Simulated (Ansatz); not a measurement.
Consider the ligand exchange at the Si–Se bond: `O[SiH](F)[SeH]` + H–F → `O[SiH](F)F` + H₂Se.

Calculated with Ansatz (gas phase, PBE0-D4/def2-TZVP geometries, no zero-point term in ΔE). CBS: MP2 limit from def2 TZ/QZ plus the TZ coupled-cluster correction, frozen cores. This one scheme is used for every species. Functionals use def2-TZVPP. For Se outer-core shells are correlated without core-valence functions, which leaves a few kJ/mol of doubt a bond. Scalar relativity is left out up to krypton. One conformer a species, not always the lowest.

```json
{"level": "revPBE-D4", "ΔE (kcal/mol)": "-18.4"}
{"level": "revPBE", "ΔE (kcal/mol)": "-20.3"}
{"level": "PBE0", "ΔE (kcal/mol)": "-21.2"}
{"level": "r2SCAN0", "ΔE (kcal/mol)": "-23.3"}
{"level": "BHLYP", "ΔE (kcal/mol)": "-26.6"}
{"level": "CAM-B3LYP", "ΔE (kcal/mol)": "-26.4"}
{"level": "CCSD/def2-SVP", "ΔE (kcal/mol)": "-25.0"}
{"level": "SCS-MP2/def2-TZVPP", "ΔE (kcal/mol)": "-24.0"}
```

Task: What does CCSD(T)/CBS give? (An estimate is asked.)

Result: Computed: -22.1 kcal/mol. The listed levels differ from it by 3.7, 1.8, 0.9, -1.2, -4.5, -4.3, -2.9, -1.9 kcal/mol.

Largest T1 diagnostic among the species: 0.011.

At CCSD(T), def2-SVP lies −2.3 kcal/mol from the extrapolated value and def2-TZVPP −1.4 kcal/mol. Leaving LDA and LC-ωPBE aside and taking each functional with its dispersion term where it has one, the values, not all of them listed here, spread over 6.9 kcal/mol, from CAM-B3LYP-D4 to revPBE-D4. In def2-TZVPP, CCSD(T) changes the Hartree–Fock value by +5.4 kcal/mol (the triples alone add +1.0 kcal/mol) and MP2 by +6.7 kcal/mol.
